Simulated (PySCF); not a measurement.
**Peak assignment**

Atoms are numbered as in `[BH:1]1[CH2:2][CH2:3][CH2:4][CH2:5][NH:6]1`. Each H is labelled by its parent atom.

Computed data (PySCF 2.14.0 with density-fitted response routines): J: B3LYP/pcJ-1 (spin–dipole term only in couplings to heteroatoms), NMR shieldings at HF/pcSseg-2/GIAO, coordinates at the PBE0-D3(BJ)/def2-SVP level. Relativity neglected, isolated molecule, one computed conformer, averaged over atoms made equivalent by symmetry, fast rotation or ring inversion.

References, each an isolated molecule treated in the same way: 13C, 1H against TMS.

**Question.** Assign these signals to the numbered atoms. 13C{1H} NMR (computed): δ 46.6 (CH2), 32.7 (CH2), 29.8 (CH2), 23.0 (CH2).

**Answer.** 
| δ (ppm) | atoms | environment | reason |
| --- | --- | --- | --- |
| 46.6 | C5 | sp3 CH2 bonded to N | pulled downfield by the heteroatom |
| 32.7 | C4 | sp3 CH2 in a ring | a saturated carbon with 2 carbon neighbours and no heteroatom attached |
| 29.8 | C2 | sp3 CH2 bonded to B | – |
| 23.0 | C3 | sp3 CH2 in a ring | saturated and bonded to C and H only |

**Question.** Assign these signals to the numbered atoms. 1H NMR (400 MHz, computed): δ 5.57 (br, 1H), 2.87 (m, 2H), 1.47 (m, 2H), 1.16 (m, 2H), 1.02 (m, 2H), 0.66 (br s, 1H).

**Answer.** 
| δ (ppm) | atoms | environment | reason |
| --- | --- | --- | --- |
| 5.57 | H(B1) | hydrogen on a boron bonded to C, N, in a 6-membered ring | – |
| 2.87 | H(C5) | hydrogen on an sp3 CH2 bonded to N | its carbon carries N, an electronegative neighbour |
| 1.47 | H(C3) | hydrogen on an sp3 CH2 in a ring | – |
| 1.16 | H(C2) | hydrogen on an sp3 CH2 bonded to B | – |
| 1.02 | H(C4) | hydrogen on an sp3 CH2 in a ring | – |
| 0.66 | H(N6) | hydrogen on a nitrogen bonded to C, B, in a 6-membered ring | exchangeable; this is the value without hydrogen bonding to other molecules |

Exchangeable OH/NH protons stand at their gas-phase positions; hydrogen bonding in a real sample shifts them, mostly to higher δ. Hydrogens on boron are broadened and split by 11B (spin 3/2, 80 %) and 10B (spin 3). A carbon bonded to boron is broadened by the quadrupolar boron nucleus and is often missing from a measured spectrum. Splittings below 1 Hz are ignored in the labels, and close J values are merged. Couplings among chemically equivalent protons are left out too, so labels in AA′BB′ or AA′XX′ sets are apparent multiplicities. Unscaled 3J(H,H) at this level run about 10 % above measured values. Shifts are as computed, not scaled to solution data. Of 1211 compounds with measured shifts, 218 miss one by over three times the rms of a fit or turn the order of signals round; such compounds aren't used in these exercises. Couplings to exchangeable protons are dropped.
